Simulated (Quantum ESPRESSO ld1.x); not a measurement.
The numbers below are computed, except where a source is named.
Q: The table gives one normalised radial function P(r) = r R(r) (large component) of Hg29+ in [Kr] 4d10 4f5 (r in bohr). Level of theory: Dirac Kohn-Sham, PBE, spin-unpolarised, spherical densities, point nucleus; open shells are shared between the two j in proportion to 2j + 1 (ld1.x of Quantum ESPRESSO 7.5).

r,P
0.001152,0.0051
0.001299,0.0064
0.001477,0.0081
0.001665,0.0101
0.001877,0.0126
0.002116,0.0157
0.002386,0.0195
0.002712,0.0245
0.003058,0.0304
0.003448,0.0377
0.003887,0.0466
0.004418,0.0582
0.004981,0.0716
0.005617,0.0877
0.006333,0.1071
0.00714,0.1303
0.008115,0.1598
0.00915,0.1926
0.01032,0.2307
0.01163,0.2745
0.01322,0.3278
0.01491,0.3836
0.01681,0.4444
0.01895,0.5090
0.02136,0.5751
0.02428,0.6436
0.02738,0.7012
0.03087,0.7466
0.0348,0.7724
0.03956,0.7692
0.0446,0.7285
0.05029,0.6429
0.0567,0.5069
0.06393,0.3183
0.07266,0.0642
0.08192,-0.2106
0.09236,-0.4984
0.1041,-0.7680
0.1184,-0.9922
0.1335,-1.0998
0.1505,-1.0719
0.1696,-0.8868
0.1913,-0.5454
0.2174,-0.0418
0.2451,0.5007
0.2764,1.0330
0.3116,1.4739
0.3542,1.7683
0.3993,1.8426
0.4502,1.7285
0.5076,1.4701
0.5723,1.1344
0.6505,0.7699
0.7334,0.4791
0.8269,0.2653
0.9324,0.1291
1.06,0.0510
1.195,0.0181
1.347,0.0053

Which n and l does it have? It may be an empty orbital.

A: n = 4, l = 1: the number of nodes gives n - l - 1 = 2, the rise at small r points to l (this Dirac orbital starts as r^gamma with gamma = sqrt((l + 1)^2 - (Z/c)^2) = 1.91; the j = 3/2 orbital of l + 1 starts with the same power, but with a smaller coefficient, and then steepens), and the extent must fit the shell. The curve is that of 4p3/2; the two j differ most near the nucleus, where j = l - 1/2 has the larger amplitude, and in heavy atoms j = l - 1/2 is also the more compact. 4p3/2: eigenvalue -1455.3 eV, 2 radial nodes at r = 0.0748, 0.219 bohr, <r> = 0.411 bohr, 90 % of the charge inside 0.590 bohr.
